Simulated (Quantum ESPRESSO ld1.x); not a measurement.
Results of a calculation; reference values are marked as such.
Cl XIII, configuration [He] 2s2 2p1.

Level of theory: Dirac Kohn-Sham, PBE, spin-unpolarised, spherical densities, point nucleus; open shells fill j = l - 1/2 first (ld1.x of Quantum ESPRESSO 7.5).

Energy parts (eV):
| part | energy |
|---|---|
| total | -9816.1 |
| kinetic | 9889.8 |
| electron-nucleus | -20698.5 |
| Hartree | 1407.2 |
| exchange-correlation | -414.6 |

Orbitals (lengths in bohr, moments of r in powers of bohr):
\begin{tabular}{lrrrrr}
orbital & occ. & eigenvalue (eV) & <r^4> & <r> & <1/r> \\ \hline
1s1/2 & 2 & -3289.15 & 0.0003087 & 0.09044 & 16.74 \\
2s1/2 & 2 & -662.103 & 0.05509 & 0.3933 & 3.776 \\
2p1/2 & 1 & -621.971 & 0.03851 & 0.3415 & 3.712 \\
2p3/2 & 0 & -619.533 & 0.03912 & 0.3432 & 3.686 \\
\end{tabular}

The highest occupied level is 2p1/2 at -621.97 eV. For comparison, the ionisation energy in NIST's Atomic Spectra Database is 656.3 eV (semi-empirical). In exact Kohn-Sham theory the highest level is minus the ionisation energy, but local and semilocal functionals leave it too shallow, through self-interaction and a potential that decays too fast; potentials with the right tail come closer. Summed over all electrons, <r^2> = 0.5257 bohr^2, which gives a Langevin (diamagnetic) susceptibility term of -0.416 x 10^-6 cm^3/mol.

Beside tabulated values, note that spin-unpolarised runs miss the spin-polarisation part of the exchange energy of open shells.
